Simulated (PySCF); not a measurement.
Structure with atom numbers: `[BH3-:1][P@H+:2]1[CH:3]=[CH:4][C@@H:5]([CH:6]=[CH2:7])[CH:8]=[CH:9]1` (H(Xn): hydrogen on atom n). Ha(C7) is cis to C5; Hb(C7) is trans to C5.

PySCF 2.14 calculation with PBE0-D3(BJ)/def2-SVP structure and shielding tensors at PBE0/pcSseg-1 (GIAO); equivalent nuclei averaged, gas phase, single conformer, non-relativistic Hamiltonian.

References, each an isolated molecule treated in the same way: ¹³C against TMS.

Do the ¹³C shifts follow the atomic charges (in e)? Tabulate both.

Answers


```tsv
atoms	hybridisation	δ (ppm)	σ para (ppm)	Hirshfeld	IAO	Mulliken	ESP-fitted
C4/C8	sp2	151.2	-222	-0.02	-0.11	-0.01	-0.26
C6	sp2	146.4	-219	-0.03	-0.13	-0.15	-0.19
C7	sp2	125.8	-195	-0.09	-0.31	-0.15	-0.48
C3/C9	sp2	123.3	-203	-0.09	-0.38	-0.36	-0.35
C5	sp3	49.5	-114	-0.02	-0.13	-0.34	+0.39
```

Correlation coefficients of δ with charge over these carbons: Hirshfeld -0.14, IAO -0.07, Mulliken +0.70, ESP-fitted -0.83; with the paramagnetic shielding -0.99. Among the 4 sp2 carbons alone: Hirshfeld +0.99, IAO +0.99, Mulliken +0.80, ESP-fitted +0.80. With so few points, grouped by hybridisation, these coefficients are fragile. Charge is one influence among several: hybridisation and low-lying excitations act through the paramagnetic term.

Shifts are as computed. Against solution values, carbons near 30 ppm lie about +2 ppm off and those near 130 ppm about +5 ppm. Of 1313 compounds with measured shifts, 239 miss one by over three times the rms of a fit or turn the order of signals round; such compounds aren't used in these exercises.
